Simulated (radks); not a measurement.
The numbers below are computed, except where a source is named.
Task: Valence configurations of Ga II (all share [Ar]). Code: a radial shooting solver on a logarithmic mesh with Libxc functionals. Model: scalar-relativistic Kohn-Sham, LDA (Slater exchange, Perdew-Wang correlation), spin-unpolarised, spherical densities, finite nucleus; Fermi nuclear charge, rms radius 3.9973 fm. Order these by energy: 3d9 4s2 4p1; 3d10 4s0.5 4p1.5; 3d9 4s0.5 4p2.5; 3d9.5 4s2 4p0.5; 3d9.5 4s1.5 4p1; 3d10 4s1.5 4p0.5; 3d10 4s1 4p1; 3d10 4p2; 3d10 4s2; 3d8 4s2 4p2.

Result: From the lowest, in eV above it: 3d10 4s2 0.000; 3d10 4s1.5 4p0.5 3.700; 3d10 4s1 4p1 7.451; 3d9.5 4s2 4p0.5 10.116; 3d10 4s0.5 4p1.5 11.254; 3d9.5 4s1.5 4p1 14.045; 3d10 4p2 15.109; 3d9 4s2 4p1 22.090; 3d9 4s0.5 4p2.5 34.702; 3d8 4s2 4p2 52.008. NIST lists [Ar] 3d10 4s2 as the ground configuration; this level of theory agrees among the configurations tried. The energies are those of spherical spin-averaged densities, not of single terms.
